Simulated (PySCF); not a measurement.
C5H5, SMILES [C]1=CCC=C1, multiplicity 2.

Coordinates come from a PBE0-D3(BJ)/def2-SVP optimisation. The isomer is the one that the SMILES or the coordinates give; other isomers of the formula were not compared. One conformer was computed; it need not be the lowest.

The numbers are results of PySCF with ωB97X/def2-TZVP, not measurements.

Isolated molecule, no solvent.

Computed frontier levels, dipole moment and polarisability:
```
Quantity                                                                                                         Value
---------------------------------------------------------------------------------------------  -----------------------
α spin, highest occupied and lowest empty level                                                      -8.84 and 1.48 eV
β spin, highest occupied and lowest empty level                                                     -8.78 and -0.22 eV
dipole moment                                                                                                   1.40 D
quadrupole, principal values (traceless, Buckingham form, about the centre of nuclear charge)   -4.13, -0.63, 4.77 D·Å
mean static polarisability                                                                        53.2 bohr³ (7.88 Å³)
polarisability, principal values                                                                37.3, 59.0, 63.3 bohr³
⟨S²⟩                                                                                           0.767 (pure state 0.75)
```
